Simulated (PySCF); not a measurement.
## Spin-rotation constants: SMILES C(#C)CC(=O)C(=C)F, C6H5FO

Molfile (atoms numbered from 1):
```
C6H5FO
     RDKit          3D

 13 12  0  0  0  0  0  0  0  0999 V2000
    2.4750    0.9910    0.5483 C   0  0  0  0  0  0  0  0  0  0  0  0
    1.8373    0.0609    0.1492 C   0  0  0  0  0  0  0  0  0  0  0  0
    1.0223   -1.0491   -0.3070 C   0  0  0  0  0  0  0  0  0  0  0  0
   -0.3891   -0.8557    0.2130 C   0  0  0  0  0  0  0  0  0  0  0  0
   -0.8927   -1.5636    1.0499 O   0  0  0  0  0  0  0  0  0  0  0  0
   -1.1231    0.3028   -0.3625 C   0  0  0  0  0  0  0  0  0  0  0  0
   -2.3187    0.7044    0.0480 C   0  0  0  0  0  0  0  0  0  0  0  0
   -0.4949    0.9466   -1.3683 F   0  0  0  0  0  0  0  0  0  0  0  0
    3.0620    1.7939    0.8806 H   0  0  0  0  0  0  0  0  0  0  0  0
    1.4234   -1.9894    0.0779 H   0  0  0  0  0  0  0  0  0  0  0  0
    1.0156   -1.0635   -1.4007 H   0  0  0  0  0  0  0  0  0  0  0  0
   -2.8174    1.5495   -0.3920 H   0  0  0  0  0  0  0  0  0  0  0  0
   -2.8040    0.1728    0.8457 H   0  0  0  0  0  0  0  0  0  0  0  0
  1  2  3  0
  2  3  1  0
  3  4  1  0
  4  5  2  0
  4  6  1  0
  6  7  2  0
  6  8  1  0
  1  9  1  0
  3 10  1  0
  3 11  1  0
  7 12  1  0
  7 13  1  0
M  END
```

Computed with GIAO KT2/6-31++G** magnetisability, rotational g tensor and spin-rotation constants, non-relativistic, gas phase in PySCF. Geometry: GFN2-xTB.

(1) Give the nuclear spin-rotation constants along the inertial axes (H = +C I·J) beside the isotropic shieldings.

Answers

(1) Rotational constants 2.9758, 1.7275, 1.3043 GHz. A star marks the isotopologue with that one atom substituted, in its own axes.
| atom | isotope | Caa (kHz) | Cbb (kHz) | Ccc (kHz) | mean (kHz) | σ (ppm) |
| --- | --- | --- | --- | --- | --- | --- |
| F8 | 19F | 3.443 | 2.142 | 1.012 | 2.199 | 287.3 |
| H9 | 1H | -0.185 | -0.141 | -0.084 | -0.137 | 29.9 |
| H10 | 1H | -0.233 | 0.027 | -0.142 | -0.116 | 28.6 |
| H11 | 1H | -0.281 | -0.141 | 0.022 | -0.133 | 27.7 |
| H12 | 1H | -0.185 | 0.068 | -0.151 | -0.089 | 26.7 |
| H13 | 1H | -0.181 | 0.018 | -0.094 | -0.086 | 25.8 |
| C1 | 13C* | 0.564 | 0.367 | 0.241 | 0.391 | 132.4 |
| C2 | 13C* | 0.601 | 0.376 | 0.237 | 0.405 | 130.1 |
| C3 | 13C* | 0.391 | 0.273 | 0.195 | 0.286 | 165.4 |
| C4 | 13C* | 1.180 | 0.711 | 0.336 | 0.742 | 27.6 |
| O5 | 17O* | -1.414 | -1.327 | -0.214 | -0.985 | -177.4 |
| C6 | 13C* | 0.817 | 0.770 | 0.347 | 0.645 | 44.9 |
| C7 | 13C* | 0.666 | 0.577 | 0.202 | 0.482 | 104.5 |

For the geometry as given, no vibrational averaging.
